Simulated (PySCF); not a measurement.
Trends in electronic spectra. Theory: TDDFT PBE0/def2-SVPD, vertical, gas phase, core orbitals frozen in the response (PySCF 2.14.0, density-fitted response routines). Geometries: GFN2-xTB; one conformer of each isolated species. Triplets are in the Tamm–Dancoff approximation. Ions are computed without counter-ions or solvent.

Problem. Rank by computed lowest singlet excitation energy, lowest first.
A. `[H]\N=C/C=C/C=C/C=C`
B. `CC[C@@H]1[C@H](C)[P@H+]1C`
C. `C[C@H]1CCC=C1C#N`
D. `C/N=C/C1C[SiH2]C1`
E. `C1C[P@H](=O)CC=1F`
F. `CCc1ccccn1`
G. `CNc1ccccc1`
H. `CC#C[Si@](N)([SiH3])P`

Solution. A (3.97 eV), G (4.70 eV), F (4.89 eV), D (5.15 eV), H (5.34 eV), C (5.86 eV), E (6.69 eV), B (7.03 eV).

| SMILES | S1 (eV) | T1 (eV) | LUMO (eV) | first f ≥ 0.01 (nm) | f (S1) | S1 mainly |
| --- | --- | --- | --- | --- | --- | --- |
| [H]\N=C/C=C/C=C/C=C | 3.97 | 2.15 | -2.23 | 290 | 0.001 | H-1→L (94%) |
| CNc1ccccc1 | 4.70 | 3.80 | -0.01 | 264 | 0.040 | H→L (92%) |
| CCc1ccccn1 | 4.89 | 4.21 | -0.70 | 223 | 0.004 | H→L (94%) |
| C/N=C/C1C[SiH2]C1 | 5.15 | 4.36 | -0.11 | 190 | 0.001 | H→L (85%) |
| CC#C[Si@](N)([SiH3])P | 5.34 | 4.63 | -0.48 | 232 | 0.046 | H→L (77%) |
| C[C@H]1CCC=C1C#N | 5.86 | 3.56 | -1.22 | 211 | 0.290 | H→L (93%) |
| O=[P@H]1CC=C(F)C1 | 6.69 | 4.36 | -0.21 | 185 | 0.020 | H-1→L (74%) |
| CC[C@@H]1[C@H](C)[P@H+]1C | 7.03 | 5.65 | -4.76 | 176 | 0.022 | H-1→L (96%) |

H and L stand for HOMO and LUMO.

Mean S1 by what the SMILES shows (count): a double or triple bond but no aromatic ring 5.40 eV (5); an aromatic ring 4.79 eV (2).
